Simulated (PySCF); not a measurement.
Computed shifts of a molecule C₄H₅NO, PySCF with KT2/pcSseg-1, GIAO, gas phase, equivalent atoms averaged, in ppm (number of nuclei): ¹⁵N: 294.3 (1). ¹³C: 114.4 (1), 80.6 (2), 29.4 (1). ¹H: 5.29 (2), 5.04 (2), 4.13 (1). References: ¹⁵N against NH3 (σ = 266.2 ppm); ¹³C against TMS (σ = 185.1 ppm); ¹⁷O against H2O (σ = 330.4 ppm); ¹H against TMS (σ = 31.47 ppm), references at their B3LYP-D3(BJ)/def2-TZVP geometries, non-relativistic. Coordinates come from a TPSSh-D3(BJ)/def2-SVP optimisation. The values are those of a single conformer.

### Question
Identify the compound among the candidates.
(A) C=C1COC=N1
(B) C1=COC=NC1
(C) C1=COCN=C1
(D) N#CC1COC1

### Answer
D, N#CC1COC1
